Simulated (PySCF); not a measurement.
## Adding and removing an electron: KSe

PBE0; PySCF, no relativity, basis sets K def2-SVP, Se def2-SVP. Neutral (UKS): doublet (π ↑), Re = 2.961 Å, ωe = 198 cm⁻¹, De = 2.37 eV, HOMO -4.20 eV, LUMO -1.90 eV.

KSe⁺ (UKS): triplet (π ↑↑), Re = 3.490 Å, ωe = 89.8 cm⁻¹, De = 0.41 eV to K⁺ + Se. The energies at the minima are -3000.65996 hartree for KSe and -3000.42752 for KSe⁺.

**Question.** Work out the adiabatic ionisation energy, without and with harmonic zero-point energies (1 hartree = 27.2114 eV, 1 eV = 8065.5 cm⁻¹), and the change of the bond length.

**Answer.** At PBE0: 0.23244 hartree = 6.325 eV between the minima; the zero-point term (89.8 − 198.0)/2 cm⁻¹ = -0.007 eV makes it 6.318 eV. Re changes by +52.9 pm against the neutral. The electron leaves a π orbital, and the ion is left as a loose complex of an ion and an atom.

Weak bonds: KSe⁺. Basis-set superposition, not corrected here, can be much of De in a small basis, most of all at correlated wavefunction levels. Spin–orbit coupling is left out. For an ion De counts to the pair picked by the measured ionisation energies or electron affinities, which need not be the lowest pair at this level. States were picked by a PBE0 search and need not be the measured ground states.
